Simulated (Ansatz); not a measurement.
Consider the silylene formation by 1,1-elimination: `[CH3][SnH]([F])[SiH2]F` → `[CH3][SnH2][F]` + `F[SiH]`.

Gas-phase electronic energies from Ansatz, PBE0-D4/def2-TZVP geometries. CBS: MP2 limit from def2 TZ/QZ plus the TZ coupled-cluster correction, frozen cores. This one scheme is used for every species. Functionals use def2-TZVPP. B3LYP here is the variant with VWN-RPA as its local correlation; programs differ in this. def2 core potentials past Kr. For Sn outer-core shells are correlated without core-valence functions, which leaves a few kJ/mol of doubt a bond. Each species was taken in one conformer, which may not be the lowest.

```
             level  ΔE (kcal/mol)  difference from CCSD(T)/CBS
            PBE-D4           52.9                          0.9
         r2SCAN-D4           56.3                          4.3
           PBE0-D4           55.0                          3.0
          B3LYP-D4           50.7                         -1.3
           ωB97X-V           53.2                          1.2
           ωB97M-V           48.9                         -3.1
            B2PLYP           49.9                         -2.1
               PBE           51.1                         -0.9
            r2SCAN           55.8                          3.8
              PBE0           53.4                          1.4
             B3LYP           47.7                         -4.3
     HF/def2-TZVPP           47.5                         -4.5
    MP2/def2-TZVPP           53.5                          1.5
SCS-MP2/def2-TZVPP           50.8                         -1.2
   CCSD/def2-TZVPP           48.8                         -3.2
CCSD(T)/def2-TZVPP           49.5                         -2.5
     HF/def2-QZVPP           47.4                         -4.6
    MP2/def2-QZVPP           54.9                          2.9
SCS-MP2/def2-QZVPP           52.2                          0.2
      HF/CBS(def2)           47.4                         -4.6
     MP2/CBS(def2)           56.0                          4.0
    CCSD/CBS(def2)           51.3                         -0.7
       CCSD(T)/CBS           52.0                            0
```

Largest T1 diagnostic among the species: 0.015.

From PBE to PBE0 (25 % exact exchange), in def2-TZVPP and without D4, ΔE moves by +2.3 kcal/mol. In def2-TZVPP, CCSD(T) changes the Hartree–Fock value by +1.9 kcal/mol (the triples alone add +0.6 kcal/mol) and MP2 by +6.0 kcal/mol. The D4 term adds +2.9 kcal/mol with B3LYP and +1.7 kcal/mol with PBE0; it sums over pairs of atoms, weighted by their polarisabilities, and B3LYP, whose exchange is more repulsive, gets the larger term.
